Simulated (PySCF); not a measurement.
First SCF of a structure search on quintet Co2Se, at a hand-made linear geometry. PySCF input:

```python
from pyscf import gto, scf, dft
mol = gto.M(atom='''
Se     0.000000     0.000000     0.000000
Co     0.000000     0.000000     2.270000
Co     0.000000     0.000000    -2.270000''',
    basis={'Se': 'def2-SVP', 'Co': 'def2-SVP'},
    charge=0, spin=4)
mf = dft.UKS(mol, xc='PBE0')
mf.grids.atom_grid = (50, 194)
aux = {'Se': 'def2-universal-JKFIT', 'Co': 'def2-universal-JKFIT'}
mf = mf.density_fit(auxbasis=aux)
mf.conv_tol = 1e-08
mf.diis_space = 10
mf.max_cycle = 60
mf.init_guess = 'minao'
mf.verbose = 4
mf.kernel()
```

Excerpt of the output (cycles alone); a level shift of 0.3 Eh and then a second-order solver take over where DIIS stalls:

```
init E= -5163.17624086698
cycle= 1 E= -5139.54725566562  delta_E= 23.6  |g|= 3.88  |ddm|= 13.9
cycle= 2 E= -5141.8861411851  delta_E= -2.34  |g|= 4.72  |ddm|= 12.8
cycle= 3 E= -5156.4963223811  delta_E= -14.6  |g|= 4.34  |ddm|= 7.34
cycle= 4 E= -5153.88020196203  delta_E= 2.62  |g|= 4.56  |ddm|= 2.87
cycle= 5 E= -5154.01756116391  delta_E= -0.137  |g|= 4.55  |ddm|= 1.01
cycle= 6 E= -5154.01340645607  delta_E= 0.00415  |g|= 4.55  |ddm|= 0.00125
cycle= 7 E= -5152.98041315027  delta_E= 1.03  |g|= 4.63  |ddm|= 1.22
cycle= 8 E= -5153.16206335525  delta_E= -0.182  |g|= 4.61  |ddm|= 0.185
cycle= 9 E= -5154.27198889297  delta_E= -1.11  |g|= 4.57  |ddm|= 2.78
cycle= 10 E= -5154.34319902494  delta_E= -0.0712  |g|= 4.56  |ddm|= 0.0411
cycle= 11 E= -5155.30305540663  delta_E= -0.96  |g|= 4.53  |ddm|= 0.539
cycle= 12 E= -5103.59437612394  delta_E= 51.7  |g|=  7.2  |ddm|= 19.2
cycle= 13 E= -5158.92079529722  delta_E= -55.3  |g|= 3.87  |ddm|= 19.4
... 38 lines left out ...
cycle= 52 E= -5165.57906054804  delta_E= 7.22e-07  |g|= 0.000479  |ddm|= 0.00597
cycle= 53 E= -5165.57906048699  delta_E= 6.11e-08  |g|= 0.000254  |ddm|= 0.00289
cycle= 54 E= -5165.57906062268  delta_E= -1.36e-07  |g|= 0.000252  |ddm|= 0.00139
cycle= 55 E= -5165.57906069288  delta_E= -7.02e-08  |g|= 0.000156  |ddm|= 0.00505
cycle= 56 E= -5165.57906065724  delta_E= 3.56e-08  |g|= 0.000168  |ddm|= 0.000629
cycle= 57 E= -5165.5790607279  delta_E= -7.07e-08  |g|= 0.00016  |ddm|= 0.00155
cycle= 58 E= -5165.57906060922  delta_E= 1.19e-07  |g|= 0.000148  |ddm|= 0.00195
cycle= 59 E= -5165.57906063984  delta_E= -3.06e-08  |g|= 0.000153  |ddm|= 0.00153
cycle= 60 E= -5165.57906070093  delta_E= -6.11e-08  |g|= 0.000156  |ddm|= 0.000684
SCF not converged.
init E= -5163.17624086698
cycle= 1 E= -5158.68014913058  delta_E=  4.5  |g|= 4.35  |ddm|= 4.47
cycle= 2 E= -5149.81665425849  delta_E= 8.86  |g|= 4.87  |ddm|= 6.33
cycle= 3 E= -5164.83058736203  delta_E=  -15  |g|=  1.2  |ddm|= 4.22
cycle= 4 E= -5165.23516951835  delta_E= -0.405  |g|= 0.817  |ddm|= 1.13
cycle= 5 E= -5165.39181094658  delta_E= -0.157  |g|= 0.452  |ddm|= 0.274
cycle= 6 E= -5165.44977853009  delta_E= -0.058  |g|= 0.262  |ddm|= 0.239
cycle= 7 E= -5165.49341976262  delta_E= -0.0436  |g|= 0.0533  |ddm|= 0.251
cycle= 8 E= -5165.50109129435  delta_E= -0.00767  |g|= 0.0783  |ddm|= 0.145
cycle= 9 E= -5165.50564723976  delta_E= -0.00456  |g|= 0.0709  |ddm|= 0.0966
cycle= 10 E= -5165.51087073783  delta_E= -0.00522  |g|= 0.024  |ddm|= 0.12
cycle= 11 E= -5165.51279020174  delta_E= -0.00192  |g|= 0.0392  |ddm|= 0.0839
cycle= 12 E= -5165.51474952511  delta_E= -0.00196  |g|= 0.0291  |ddm|= 0.0754
cycle= 13 E= -5165.51618653469  delta_E= -0.00144  |g|= 0.0219  |ddm|= 0.064
... 58 lines left out ...
cycle= 72 E= -5165.54187773181  delta_E= -0.000419  |g|= 0.045  |ddm|= 0.0326
cycle= 73 E= -5165.542959548  delta_E= -0.00108  |g|= 0.036  |ddm|= 0.0326
cycle= 74 E= -5165.54372960764  delta_E= -0.00077  |g|= 0.0346  |ddm|= 0.0261
cycle= 75 E= -5165.54447325374  delta_E= -0.000744  |g|= 0.0337  |ddm|= 0.0254
cycle= 76 E= -5165.54530409024  delta_E= -0.000831  |g|= 0.0351  |ddm|= 0.033
cycle= 77 E= -5165.54664982548  delta_E= -0.00135  |g|= 0.0295  |ddm|= 0.0468
cycle= 78 E= -5165.54735361825  delta_E= -0.000704  |g|= 0.0291  |ddm|= 0.0313
cycle= 79 E= -5165.54767991841  delta_E= -0.000326  |g|= 0.0305  |ddm|= 0.0225
cycle= 80 E= -5165.5479544773  delta_E= -0.000275  |g|= 0.0318  |ddm|= 0.0148
SCF not converged.
macro= 0  E= -5165.57398332282  delta_E= -0.0260288  |g|= 0.0611364  3 KF 20 JK
macro= 1  E= -5165.5883486388  delta_E= -0.0143653  |g|= 0.0243273  4 KF 18 JK
macro= 2  E= -5165.59971336851  delta_E= -0.0113647  |g|= 0.0548262  4 KF 23 JK
macro= 3  E= -5165.6128104196  delta_E= -0.0130971  |g|= 0.0375251  4 KF 21 JK
macro= 4  E= -5165.6237074988  delta_E= -0.0108971  |g|= 0.0181908  3 KF 12 JK
macro= 5  E= -5165.62796821028  delta_E= -0.00426071  |g|= 0.047162  2 KF 7 JK
macro= 6  E= -5165.63022175653  delta_E= -0.00225355  |g|= 0.0201281  2 KF 7 JK
macro= 7  E= -5165.63182129982  delta_E= -0.00159954  |g|= 0.00225831  5 KF 28 JK
macro= 8  E= -5165.63185830812  delta_E= -3.70083e-05  |g|= 0.000500869  3 KF 24 JK
macro= 9  E= -5165.63186434773  delta_E= -6.03961e-06  |g|= 0.000769034  2 KF 8 JK
macro= 10  E= -5165.63188836008  delta_E= -2.40123e-05  |g|= 0.000343389  4 KF 31 JK
macro= 11  E= -5165.63189015905  delta_E= -1.79897e-06  |g|= 4.78785e-05  3 KF 16 JK
macro= 12  E= -5165.63189015906  delta_E= -1.45519e-11  |g|= 3.87596e-05  1 KF 2 JK
macro X = 13  E=-5165.63189015906  |g|= 3.87596e-05  total 41 KF 231 JK
converged SCF energy = -5165.63189015906  <S^2> = 6.6270135  2S+1 = 5.2448121
```

No lower solution of this spin was found from smeared starts or by a stability analysis within the unrestricted form.

With open d or f shells other occupations or spin states may lie lower.

The search for the lowest solution, 3 starts and the stability check together, took of the order of 5 core-minutes on a shared host.
